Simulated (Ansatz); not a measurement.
`B[CH2][SnH3]` + `O=CO` → `O=C[O][SnH3]` + `BC` at 400 K and 1 bar (ligand exchange at the Sn–C bond).

Isolated molecules relaxed with PBE0-D4/def2-TZVP in Ansatz; ΔE leaves out vibrations. CBS: MP2 limit from def2 TZ/QZ plus the TZ coupled-cluster correction, frozen cores. This one scheme is used for every species. Elements past krypton have def2 core potentials. For Sn outer-core shells are correlated without core-valence functions, which leaves a few kJ/mol of doubt a bond. Each species was taken in one conformer, which may not be the lowest.

```
       species  CCSD(T)/CBS energy (Eh)  H − E (kJ/mol)  S (J/(mol·K))
`B[CH2][SnH3]`               -281.04910           207.4          359.8
        `O=CO`               -189.60296           105.1          262.3
`O=C[O][SnH3]`               -404.83174           143.6          352.8
          `BC`                -65.83255           164.9          265.6
```

H − E and S are ideal-gas, rigid-rotor, harmonic terms from PBE0-D4/def2-TZVP, for one conformer and one mirror image of each species. 1 Eh = 2625.50 kJ/mol, R = 8.31446 J/(mol·K).

Problem. By hand: ΔE, ΔH, ΔS and ΔG.

Solution. ΔE = (-404.83174) + (-65.83255) − (-281.04910) − (-189.60296) = -0.01223 Eh = -32.1 kJ/mol. Δ(H − E) = 143.6 + 164.9 − 207.4 − 105.1 = -4.0, so ΔH = -36.1 kJ/mol. ΔS = 352.8 + 265.6 − 359.8 − 262.3 = -3.7 J/(mol·K). ΔG = -36.1 − 400 × (-3.7)/1000 = -34.6 kJ/mol.

Problem. By hand: the equilibrium constant, and the temperature at which ΔG would vanish if ΔH and ΔS stayed fixed.

Solution. log₁₀ K = −ΔG/(RT ln 10) = 4.5. ΔG = 0 at ΔH/ΔS = 9757 K, far beyond where these terms or the molecules hold.

The number of gas molecules stays the same, so ΔS is small and ΔH decides. A doubt of 5 kJ/mol in ΔE shifts log₁₀ K by 0.7 here. Other conformers and mirror images would add mixing entropy, several J/(mol·K) or more a flexible species. Modes under 60 cm⁻¹, often nearly free rotors, make the harmonic entropy too high. These are equilibria of isolated gas molecules and say nothing of rates. Largest T1 diagnostic: 0.017 (customary marks: 0.02 for closed shells, 0.045 for open ones).
